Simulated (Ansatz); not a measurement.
```yaml
crystal:
  periodic: [false, false, false]
  atoms:
    - {symbol: C, position_ang: [-6.723187, 2.006171, -1.518020]}
    - {symbol: N, position_ang: [-3.791031, 2.116749, -2.777949]}
    - {symbol: Sn, position_ang: [-0.347798, 0.587034, -0.422721]}
    - {symbol: N, position_ang: [2.844813, -0.184489, -3.404735]}
    - {symbol: C, position_ang: [5.920425, -0.002242, -2.581274]}
    - {symbol: N, position_ang: [0.616129, 3.182146, 3.060527]}
    - {symbol: C, position_ang: [2.960199, 2.405023, 5.085182]}
    - {symbol: N, position_ang: [-1.101599, -3.292289, 1.529096]}
    - {symbol: C, position_ang: [-1.500165, -5.954077, -0.179816]}
    - {symbol: H, position_ang: [-7.064222, -0.130691, -0.466191]}
    - {symbol: H, position_ang: [-7.176774, 3.701145, 0.145112]}
    - {symbol: H, position_ang: [-8.392939, 2.203366, -3.244736]}
    - {symbol: H, position_ang: [-3.414926, 4.047559, -3.812796]}
    - {symbol: H, position_ang: [2.444369, 0.720157, -5.393866]}
    - {symbol: H, position_ang: [7.306144, -1.016671, -4.271561]}
    - {symbol: H, position_ang: [6.292911, -1.241562, -0.553346]}
    - {symbol: H, position_ang: [6.746728, 2.241753, -2.211469]}
    - {symbol: H, position_ang: [0.587654, 5.359077, 2.616193]}
    - {symbol: H, position_ang: [2.626924, 3.471784, 7.222010]}
    - {symbol: H, position_ang: [5.181038, 2.979836, 4.319797]}
    - {symbol: H, position_ang: [2.928877, 0.032717, 5.474118]}
    - {symbol: H, position_ang: [-2.415551, -3.203158, 3.316162]}
    - {symbol: H, position_ang: [-3.737125, -6.259403, -1.045481]}
    - {symbol: H, position_ang: [-0.002227, -5.923439, -2.059789]}
    - {symbol: H, position_ang: [-0.949264, -7.899960, 1.132435]}
basis:
  gaussian: {orbitals: def2-TZVPD, final_grid: {core_spheres: 20, valence_spheres: 16, degree: 47}}
hamiltonian: {xc: {name: wB97X-V}}
output: {forces: true}
```

```sh
$ ansatz run in.yaml --threads 4 --pin off --events-out ev --progress --plain --max-ram 46080MiB --backend cuda --devices 0, --max-vram 37GiB
```

Shortened log:

```
Functional definition: wB97X-V
2692 factors; their error is unknown
1043 factors; integrals over basis functions are off by at most 1.7e-5 eV
mean field evaluation 1: about -15996.9580 eV, gradient 1.6e2 eV
mean field evaluation 2: about -14760.6366 eV, gradient 3.3e2 eV
mean field evaluation 4: about -15390.5673 eV, gradient 2.5e2 eV
mean field evaluation 8: about -16079.4723 eV, gradient 1.4e1 eV
mean field evaluation 16: about -16082.6346 eV, gradient 7.1e-1 eV
mean field evaluation 32: about -16082.6939 eV, gradient 2.0e-5 eV
mean field -16082.69393236 eV, -591.0281007728 hartree, gradient 3.7e-6 eV, S^2 0.000000; 6 other end points of the search recorded, 0 dependent functions left out
reference -16082.69392406 eV, -591.0281004677 hartree; 45, 45 occupied and 451, 451 virtual orbitals, 2692 factors
Total energy: -16082.69392406 eV, -591.0281004677 hartree
Atom 0 at    -6.723187     2.006171    -1.518020 Å, force    -2.162946    -0.168452     0.695807 eV/Å
Atom 1 at    -3.791031     2.116749    -2.777949 Å, force     0.451403     2.772810    -1.374880 eV/Å
Atom 2 at    -0.347798     0.587034    -0.422721 Å, force    -0.045298    -0.044983     0.024041 eV/Å
Atom 3 at     2.844813    -0.184489    -3.404735 Å, force    -0.492318     1.376733    -2.801967 eV/Å
Atom 4 at     5.920425    -0.002242    -2.581274 Å, force     2.385324    -0.141389     0.461208 eV/Å
Atom 5 at     0.616129     3.182146     3.060527 Å, force     0.088609     3.101867    -0.637554 eV/Å
Atom 6 at     2.960199     2.405023     5.085182 Å, force     1.464831    -0.640616     1.773516 eV/Å
Atom 7 at    -1.101599    -3.292289     1.529096 Å, force    -1.943351     0.060647     2.469597 eV/Å
Atom 8 at    -1.500165    -5.954077    -0.179816 Å, force    -0.030898    -2.018959    -1.169282 eV/Å
Atom 9 at    -7.064222    -0.130691    -0.466191 Å, force     0.345959     1.942533    -0.973635 eV/Å
Atom 10 at    -7.176774     3.701145     0.145112 Å, force     0.444125    -1.610613    -1.614507 eV/Å
Atom 11 at    -8.392939     2.203366    -3.244736 Å, force     1.719781    -0.188051     1.793572 eV/Å
Atom 12 at    -3.414926     4.047559    -3.812796 Å, force    -0.563463    -2.863564     1.569451 eV/Å
Atom 13 at     2.444369     0.720157    -5.393866 Å, force     0.606983    -1.347160     2.987900 eV/Å
Atom 14 at     7.306144    -1.016671    -4.271561 Å, force    -1.471427     1.063957     1.749692 eV/Å
Atom 15 at     6.292911    -1.241562    -0.553346 Å, force    -0.407954     1.112649    -1.846259 eV/Å
Atom 16 at     6.746728     2.241753    -2.211469 Å, force    -0.804917    -2.023403    -0.364418 eV/Å
Atom 17 at     0.587654     5.359077     2.616193 Å, force     0.048009    -3.276414     0.661084 eV/Å
Atom 18 at     2.626924     3.471784     7.222010 Å, force     0.329643    -1.122424    -2.236876 eV/Å
Atom 19 at     5.181038     2.979836     4.319797 Å, force    -1.949872    -0.475303     0.606540 eV/Å
Atom 20 at     2.928877     0.032717     5.474118 Å, force    -0.022996     2.278894    -0.392044 eV/Å
Atom 21 at    -2.415551    -3.203158     3.316162 Å, force     1.968326    -0.124591    -2.698206 eV/Å
Atom 22 at    -3.737125    -6.259403    -1.045481 Å, force     2.005149     0.323471     0.808970 eV/Å
Atom 23 at    -0.002227    -5.923439    -2.059789 Å, force    -1.415088     0.010990     1.833423 eV/Å
Atom 24 at    -0.949264    -7.899960     1.132435 Å, force    -0.547612     2.001369    -1.325172 eV/Å
Dipole moment:     0.302403     1.103364    -0.549601 e Å
```

Question: Something in this input is off. What?

Answer: The geometry is stretched to more than twice its size. The calculation finished and met its thresholds. The result belongs to that input, not to the molecule as meant.
